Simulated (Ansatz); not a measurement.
`[F][Al-]1([F])[O]C=CC=[O+]1`, 11 atoms. The species carries charge 0 and has multiplicity 1. All runs use 4 threads of an Arm Neoverse V2 on a shared host. Correlated methods freeze the cores.

How many basis functions does each run have, and how long does it take in Ansatz? direct RPA on PBE orbitals/def2-TZVPP energy; RKS ωB97M-V/def2-SVP energy; RKS ωB97M-V/def2-QZVPP energy; RHF-MP2/def2-QZVPP energy; RKS PBE0-D4/def2-TZVP relaxation (7 steps); RKS PBE0-D4/def2-TZVP frequencies; RKS r2SCAN-D4/def2-TZVPP energy and forces; RKS ωB97M-V/def2-TZVPP energy and forces; RHF-MP2/def2-TZVPP energy; RKS PBE0-D4/def2-TZVPP energy; RKS HSE06 (plane-wave form)-D4/def2-TZVPP energy; RHF-CCSD(T)/def2-SVP energy. (Best estimate.)

Ansatz gave: Other jobs shared the machine, so times are rough.

| level | job | functions | wall time | peak host memory (GiB) |
| --- | --- | --- | --- | --- |
| RKS PBE0-D4/def2-TZVPP | energy | 301 | 4 s | 0.96 |
| RKS HSE06 (plane-wave form)-D4/def2-TZVPP | energy | 301 | 4.8 s | 1 |
| RHF-MP2/def2-TZVPP | energy | 301 | 5.5 s | 0.95 |
| RKS ωB97M-V/def2-SVP | energy | 131 | 6.5 s | 0.48 |
| RKS r2SCAN-D4/def2-TZVPP | energy and forces | 301 | 6.5 s | 0.5 |
| direct RPA on PBE orbitals/def2-TZVPP | energy | 301 | 8.5 s | 0.92 |
| RKS ωB97M-V/def2-TZVPP | energy and forces | 301 | 16 s | 1.3 |
| RHF-CCSD(T)/def2-SVP | energy | 131 | 20 s | 0.95 |
| RKS ωB97M-V/def2-QZVPP | energy | 559 | 25 s | 3.1 |
| RHF-MP2/def2-QZVPP | energy | 559 | 43 s | 4.5 |
| RKS PBE0-D4/def2-TZVP | relaxation (7 steps) | 272 | 44 s | 0.92 |
| RKS PBE0-D4/def2-TZVP | frequencies | 272 | 4.6 min | 0.93 |
